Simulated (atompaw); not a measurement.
## K PAW (atompaw): all-electron and pseudo phase curves

| Property | Result |
| --- | --- |
| Element | K |
| Generator | atompaw 4.2.0.5 |
| Type | PAW |
| Functional | PBEsol |
| Relativity | scalar-relativistic |
| Frozen core | [Ne] |
| Valence charge | 9 |
| Reference configuration | 3s2 3p6 4s1 4p0 |
| Partial waves | 3s (bound): rc 1.90 bohr; 4s (bound): rc 2.30 bohr; 3p (bound): rc 2.15 bohr; 4p (bound, empty): rc 2.65 bohr; 3d channel at -0.05 Ry: rc 2.65 bohr |
| Local potential | vpsmatchnc scheme with l = 3 at 0 Ry, radius 2.25 bohr |
| Core correction | smooth core density matched at 2.10 bohr |
| Augmentation charge | sinc compensation charge, radius 1.40 bohr; PAW radius 2.65 bohr; waves and projectors: custom polynom2 7 10 vanderbiltortho |

The phase is arctan(r·u′/u) with u = r·R(r), unwrapped; energies in Ry, scanned from -5 to 5 Ry. A pole is an energy at which the radial function vanishes at the test radius. The pseudo phase is shifted by a multiple of π to meet the all-electron one at the reference energy, and phase errors are pseudo minus all-electron; the curves can meet again beyond the range given. Levels narrower than the energy grid can be missing from the lists of poles.

```tsv
channel	radius (bohr)	reference energy (Ry)	poles, all-electron	poles, pseudo	unbroken range about the reference energy with phases within 0.05 rad	phase error 1 Ry above the reference energy (rad)
s	2.66	-0.17	-2.48, 3.57	-2.48, 2.98	below 2.9	-0.024
p	2.66	-0.06	-1.17, 4.40	-1.17, 1.08	below 0.4	-2.021
d	2.66	-0.05	0.83	0.36, 2.48	below 0.2	-2.814
```

Phases in the d channel:

```json
{"E (Ry)": "-5.00", "all-electron": "1.405", "pseudo": "1.427"}
{"E (Ry)": "-4.52", "all-electron": "1.397", "pseudo": "1.420"}
{"E (Ry)": "-4.04", "all-electron": "1.387", "pseudo": "1.412"}
{"E (Ry)": "-3.56", "all-electron": "1.375", "pseudo": "1.402"}
{"E (Ry)": "-3.08", "all-electron": "1.361", "pseudo": "1.389"}
{"E (Ry)": "-2.60", "all-electron": "1.343", "pseudo": "1.373"}
{"E (Ry)": "-2.12", "all-electron": "1.319", "pseudo": "1.351"}
{"E (Ry)": "-1.64", "all-electron": "1.285", "pseudo": "1.319"}
{"E (Ry)": "-1.16", "all-electron": "1.232", "pseudo": "1.264"}
{"E (Ry)": "-0.68", "all-electron": "1.129", "pseudo": "1.155"}
{"E (Ry)": "-0.20", "all-electron": "0.813", "pseudo": "0.819"}
{"E (Ry)": "0.28", "all-electron": "-0.842", "pseudo": "-0.998"}
{"E (Ry)": "0.76", "all-electron": "-1.531", "pseudo": "-4.285"}
{"E (Ry)": "1.24", "all-electron": "-1.724", "pseudo": "-4.552"}
{"E (Ry)": "1.72", "all-electron": "-1.886", "pseudo": "-4.644"}
{"E (Ry)": "2.20", "all-electron": "-2.173", "pseudo": "-4.693"}
{"E (Ry)": "2.68", "all-electron": "-3.066", "pseudo": "-4.724"}
{"E (Ry)": "3.16", "all-electron": "-4.106", "pseudo": "-4.747"}
{"E (Ry)": "3.64", "all-electron": "-4.427", "pseudo": "-4.764"}
{"E (Ry)": "4.12", "all-electron": "-4.558", "pseudo": "-4.779"}
{"E (Ry)": "4.60", "all-electron": "-4.632", "pseudo": "-4.792"}
```
